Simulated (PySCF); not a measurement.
# Dipole response of Rh (rhodium, neutral)

[Kr] 4d8 5s1, high-spin 4F determinant. Computed with PySCF 2.14 in x2c-TZVPPall with one added diffuse shell each of s, p, d, f type (9s7p7d3f1g, 95 functions), with scalar relativity by spin-free X2C-1e. Coupled (time-dependent) response in atomic units; α is the mean over directions.

```tsv
method	mean α (bohr³)	C₆ (like pair)	S(−4)
UHF	88.60	804.0	7006
PBE	53.90	472.4	1908
PBE0	58.15	507.0	2391
```

S(−4) is the Cauchy moment in α(ω) = α(0) + S(−4) ω² + …

Reference α: 66 ± 10 bohr³ (recommended; Schwerdtfeger and Nagle, table of static dipole polarizabilities (2023 update)). Published C₆: 708.0 (Gould and Bucko (2016)).

Spin-orbit coupling is absent.

Hartree-Fock lies above the reference because it lacks correlation, which contracts the outer shell.

α(iu) at PBE:

```csv
u (hartree),α(iu) (bohr³)
0,53.90
0.0500,49.63
0.100,40.86
0.200,26.43
0.300,18.65
0.500,11.51
0.750,7.594
1.00,5.509
1.50,3.364
2.00,2.296
3.00,1.269
5.00,0.5508
```

A single London oscillator, α(iu) = α/(1 + u²/ω²), gives C₆ = (3/4) ω α². Matching the computed C₆ needs ω = 4 × 472.4 / (3 × 53.90²) = 0.217 hartree.
